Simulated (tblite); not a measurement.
C8H18P (charge +1).
SMILES with atom numbers: `[CH3:1]/[CH:2]=[CH:3]\[P+:4]([CH3:5])([CH2:6][CH3:7])[CH2:8][CH3:9]` (hydrogens: H10, H11, H12 on C1; H13 on C2; H14 on C3; H15, H16, H17 on C5; H18, H19 on C6; H20, H21, H22 on C7; H23, H24 on C8; H25, H26, H27 on C9)

Geometry (GFN2-xTB, Å), atoms numbered from 1 in this order:
```xyz
27
C8H18P angstrom
C     -2.548   -0.946    0.983
C     -1.904   -1.721   -0.098
C     -0.770   -1.426   -0.731
P      0.283    0.002   -0.454
C      1.676   -0.218   -1.588
C     -0.576    1.558   -0.894
C      0.312    2.790   -0.754
C      0.961    0.092    1.244
C      1.536   -1.252    1.679
H     -1.980   -0.056    1.247
H     -2.664   -1.574    1.867
H     -3.552   -0.656    0.676
H     -2.428   -2.625   -0.388
H     -0.394   -2.076   -1.511
H      2.431    0.546   -1.412
H      2.120   -1.201   -1.434
H      1.320   -0.147   -2.616
H     -1.463    1.654   -0.265
H     -0.914    1.440   -1.928
H     -0.247    3.672   -1.056
H      1.192    2.722   -1.390
H      0.631    2.934    0.275
H      0.171    0.411    1.928
H      1.738    0.861    1.242
H      0.782   -2.034    1.629
H      1.888   -1.186    2.705
H      2.379   -1.541    1.056
```

Computed with GFN2-xTB (tblite): harmonic, unscaled wavenumbers at the GFN2-xTB geometry, gas phase. Errors from tens to a few hundred cm⁻¹ against measured bands are possible. One conformer, not necessarily the lowest.

Harmonic wavenumbers (cm⁻¹): 27.0, 41.1, 74.2, 114.1, 124.9, 161.6, 172.1, 195.0, 203.3, 204.4, 223.5, 246.3, 257.1, 279.2, 342.7, 398.4, 534.3, 625.5, 695.8, 722.5, 732.9, 756.4, 767.0, 819.5, 866.9, 877.4, 911.5, 976.3, 983.3, 990.6, 1007.6, 1009.5, 1015.0, 1059.1, 1067.5, 1076.8, 1197.8, 1200.6, 1221.7, 1235.2, 1244.8, 1296.6, 1317.7, 1385.1, 1400.6, 1402.9, 1408.1, 1410.6, 1420.5, 1424.7, 1443.4, 1453.9, 1481.2, 1481.4, 1487.0, 1489.7, 1656.9, 2941.1, 2947.1, 2962.8, 2965.4, 2999.5, 3003.7, 3004.9, 3010.3, 3023.9, 3031.2, 3035.6, 3037.8, 3044.4, 3045.7, 3047.2, 3057.0, 3058.6, 3059.5.

A = 1441, B = 1056, C = 871.6 MHz; mass 145.115 u (most abundant isotopes); point group C1, symmetry number 1.

Problem. What is the zero-point energy?

Solution. ½Σν̃ = 51948 cm⁻¹ = 148.53 kcal/mol.

Problem. Entropy at 350 K, 1 bar (ideal gas, RRHO, classical rotation)?

Solution. Translation 41.65, rotation 30.35, vibration 53.54: S = 125.5 cal/(mol K).

Problem. And Cp and H(350 K) − H(0)?

Solution. Cp = 57.95 cal/(mol K), of which vibrations give 50.00 (their classical limit is 75 R = 149.0); H(350 K) − H(0) = 12.12 kcal/mol without the zero-point energy, 9.33 from vibrations.

Problem. Blend soft modes into free rotors: weight 1/[1 + (100 cm⁻¹/ν̃)⁴] for the oscillator and the rest for a rotor with moment μB/(μ + B), μ = h/(8π²ν), B = 10⁻⁴⁴ kg m². What vibrational entropy results?

Solution. 48.67 cal/(mol K) in place of 53.54, which changes −T·S at 350 K by +1.70 kcal/mol.

Problem. How do the functions run with temperature in this model?

Solution. 
| T (K) | S (cal/(mol K)) | Cp (cal/(mol K)) | H − H(0) (kcal/mol) | G − H(0) (kcal/mol) | ln q(vib) |
| --- | --- | --- | --- | --- | --- |
| 150 | 89.0 | 32.7 | 3.13 | -10.21 | 5.42 |
| 250 | 108.4 | 44.7 | 6.99 | -20.12 | 9.60 |
| 298.15 | 116.8 | 51.0 | 9.29 | -25.54 | 11.51 |
| 400 | 133.7 | 64.4 | 15.18 | -38.31 | 15.43 |
| 600 | 164.2 | 86.2 | 30.36 | -68.16 | 22.77 |
| 900 | 203.6 | 108.2 | 59.77 | -123.51 | 33.05 |

q(vib) and H(0) count from the zero-point level.

Problem. Which modes carry the vibrational entropy at 350 K?

Solution. 27.0 cm⁻¹: 6.36; 41.1 cm⁻¹: 5.52; 74.2 cm⁻¹: 4.35; 114.1 cm⁻¹: 3.51; 124.9 cm⁻¹: 3.33; 161.6 cm⁻¹: 2.84 cal/(mol K); the other 69 give 27.63 together.

Hindered rotation and anharmonicity are outside this model. Other conformers, if any are populated, would add a mixing term that is left out. The structure is chiral; the term R ln 2 for an equal mix with its mirror image is left out.
